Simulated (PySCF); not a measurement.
Te, charge -1, doublet (core potentials on Te) (in this run its highest filled SCF level lies above zero, so its values depend strongly on the basis, on diffuse functions most of all); B3LYP/def2-SVP (PySCF).

The PySCF input:
```python
from pyscf import gto, scf, dft

mol = gto.Mole()
mol.atom = '''
    Te    0.00000000    0.00000000    0.00000000
'''
mol.basis = 'def2-svp'
mol.ecp = {'Te': 'def2-svp'}
mol.charge = -1
mol.spin = 1
mol.verbose = 4
mol.build()

mf = dft.UKS(mol)
mf.xc = 'b3lyp'
mf.kernel()
```

The log (banner, timings and long lists left out):

```
PySCF version 2.14.0

[INPUT] verbose = 4
[INPUT] num. atoms = 1
[INPUT] num. electrons = 25
[INPUT] charge = -1
[INPUT] spin (= nelec alpha-beta = 2S) = 1
[INPUT] symmetry False subgroup None
[INPUT] Mole.unit = angstrom
[INPUT] Symbol           X                Y                Z      unit          X                Y                Z       unit  Magmom
[INPUT]  1 Te     0.000000000000   0.000000000000   0.000000000000 AA    0.000000000000   0.000000000000   0.000000000000 Bohr   0.0

nuclear repulsion = 0
number of shells = 10
number of NR pGTOs = 61
number of NR cGTOs = 26
basis = def2-svp
ecp = {'Te': 'def2-svp'}

******** <class 'pyscf.dft.uks.UKS'> ********
method = UKS
initial guess = minao
damping factor = 0
level_shift factor = 0
DIIS = <class 'pyscf.scf.diis.CDIIS'>
diis_start_cycle = 1
diis_space = 8
diis_damp = 0
SCF conv_tol = 1e-09
SCF conv_tol_grad = None
SCF max_cycles = 50
direct_scf = True
direct_scf_tol = 1e-13
number electrons alpha = 13  beta = 12
XC library pyscf.dft.libxc version 7.1.2
    S. Lehtola, C. Steigemann, M. J. T. Oliveira, and M. A. L. Marques,  SoftwareX 7, 1–5 (2018)
XC functionals = b3lyp
    P. J. Stephens, F. J. Devlin, C. F. Chabalowski, and M. J. Frisch,  J. Phys. Chem. 98, 11623 (1994)
radial grids:
    Treutler-Ahlrichs [JCP 102, 346 (1995); DOI:10.1063/1.469408] (M4) radial grids

becke partition: Becke, JCP 88, 2547 (1988); DOI:10.1063/1.454033
pruning grids: <function nwchem_prune>
grids dens level: 3
symmetrized grids: False
atomic radii adjust function: <function treutler_atomic_radii_adjust>
small_rho_cutoff = 0
Set gradient conv threshold to 3.16228e-05
tot grids = 21960
init E= -240.475539405513

cycle= 1 E= -266.972657127767  delta_E= -26.5  |g|= 1.69  |ddm|= 5.36
cycle= 2 E= -267.452557222995  delta_E= -0.48  |g|=  1.3  |ddm|= 4.92
cycle= 3 E= -268.12278845142  delta_E= -0.67  |g|= 0.0703  |ddm|= 2.09
cycle= 4 E= -268.125354243606  delta_E= -0.00257  |g|= 0.0051  |ddm|= 0.153
cycle= 5 E= -268.125376173126  delta_E= -2.19e-05  |g|= 0.000754  |ddm|= 0.0158
cycle= 6 E= -268.125376531629  delta_E= -3.59e-07  |g|= 3.86e-05  |ddm|= 0.00169
cycle= 7 E= -268.12537653456  delta_E= -2.93e-09  |g|= 2.93e-06  |ddm|= 0.000229
cycle= 8 E= -268.125376534571  delta_E= -1.15e-11  |g|= 2.17e-07  |ddm|= 1.17e-05
Extra cycle  E= -268.125376534572  delta_E= -2.27e-13  |g|= 1.87e-07  |ddm|= 2.08e-06
converged SCF energy = -268.125376534572  <S^2> = 0.75131902  2S+1 = 2.0013186
```
